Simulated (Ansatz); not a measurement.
A nudged elastic band was laid between two geometries of F2H4Si2 + H2S (11 atoms, charge 0, multiplicity 1).

These are results of RKS PBE/cc-pVDZ (Ansatz), not measurements.

* movable images: 7
* climbing image: yes
* spring: 5.0 eV/Å²
* optimiser: quadratic models (default)
* start path: through a guess of the saddle point
* force threshold: 0.5 eV/Å
* iteration limit: 60
* end points: relaxed

Image 0:

```xyz
11
Properties=species:S:1:pos:R:3
Si -1.255 0.480 -0.110
Si -0.228 -1.245 1.121
F -0.867 0.320 -1.728
F -2.895 0.230 -0.025
H -1.017 1.914 0.271
H 2.855 0.414 -0.908
S 2.190 1.607 -0.930
H -0.515 -1.035 2.587
H -0.826 -2.556 0.678
H 1.262 -1.268 0.900
H 1.295 1.138 -1.854
```

Image 8:

```xyz
11
Properties=species:S:1:pos:R:3
Si -1.122 1.605 -0.987
Si 0.735 -1.810 1.199
F -1.526 0.723 -2.323
F -1.271 0.541 0.275
H -2.098 2.724 -0.817
H 1.486 -0.938 0.220
S 0.872 2.362 -1.099
H 0.336 -0.993 2.398
H -0.478 -2.391 0.526
H 1.653 -2.927 1.632
H 1.414 1.105 -1.024
```

What changes between the two ends?

Bonds broken: Si1–Si2, H6–S7. Bonds formed: Si1–S7, Si2–H6. F2H4Si2 + H2S becomes F2H2SSi + H4Si.

Give the energies along the band, and the barrier.

The run converged. The highest image is number 4 of 0 to 8, 1.57 eV above the first end and 2.10 eV above the last; the last end lies 0.53 eV below the first. The threshold of 0.5 eV/Å is loose, so the images may lie well off the minimum-energy path. Another band between the same ends (7 images) ends at a top of the same energy, where a vibrational analysis finds 1 clearly imaginary mode. The orbitals stay closed-shell, which can raise the energy where a bond breaks towards radicals; this wasn't checked here.

```csv
image,path coordinate (Å),energy (eV),Si1–Si2 (Å),H6–S7 (Å),Si1–S7 (Å)
0,0.00,0.00,2.36,1.37,3.72
1,0.78,0.03,2.36,1.37,3.58
2,1.57,0.14,2.36,1.37,3.39
3,2.35,0.53,2.40,1.39,2.97
4,3.14,1.57,2.59,1.77,2.49
5,4.12,0.56,3.16,2.36,2.22
6,5.11,-0.16,3.71,2.59,2.15
7,6.10,-0.49,4.20,3.06,2.14
8,7.10,-0.53,4.46,3.61,2.14
```

What is the geometry of the highest image?


```xyz
11
Properties=species:S:1:pos:R:3
Si -0.748 0.819 -0.375
Si 0.143 -1.197 0.987
F -1.008 0.438 -1.962
F -2.127 0.083 0.272
H -0.981 2.194 0.157
H 0.833 0.253 0.041
S 1.568 1.546 -0.915
H -0.382 -0.908 2.364
H -0.622 -2.267 0.266
H 1.603 -1.572 1.064
H 1.720 0.611 -1.899
```

Run time: 2 min on 2 threads of AMD EPYC 7B13 (Zen 3) (shared host), peak memory 0.19 GiB.
